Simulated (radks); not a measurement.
Q: Ga3+, configuration [Ar] 3d9.75 4f0.25 (fractional occupations, a model configuration). Calculated with a radial shooting solver on a logarithmic mesh with Libxc functionals: Dirac Kohn-Sham, LDA (Slater exchange, Perdew-Wang correlation), spin-unpolarised, spherical densities, finite nucleus; open shells fill j = l - 1/2 first; Fermi nuclear charge, rms radius 3.9973 fm. Some entries of the table are withheld. Estimate them.

orbital,occ.,eigenvalue (hartree),r(max) (bohr),<1/r> (bohr^-1)
1s1/2,2,(1),0.03183,(2)
2s1/2,2,-47.69374,0.1828,6.872
2p1/2,2,-42.43158,0.1445,6.840
2p3/2,4,-41.41722,0.1474,6.665
3s1/2,2,-6.81591,0.5650,2.193
3p1/2,2,-5.11216,0.5609,2.068
3p3/2,4,-4.97782,0.5693,2.025
3d3/2,4,-2.10140,0.5274,1.695
3d5/2,5.75,-2.08368,0.5303,1.684
4s1/2,0,-1.42549,1.681,0.6900
4p1/2,0,-1.07637,1.914,0.5912
4p3/2,0,-1.06368,1.938,0.5837
4f5/2,0.25,-0.36453,4.528,0.2257
4f7/2,0,-0.36453,4.528,0.2257

A: 
(1) 1s1/2 eigenvalue (hartree): -376.5514
(2) 1s1/2 <1/r> (bohr^-1): 31.26
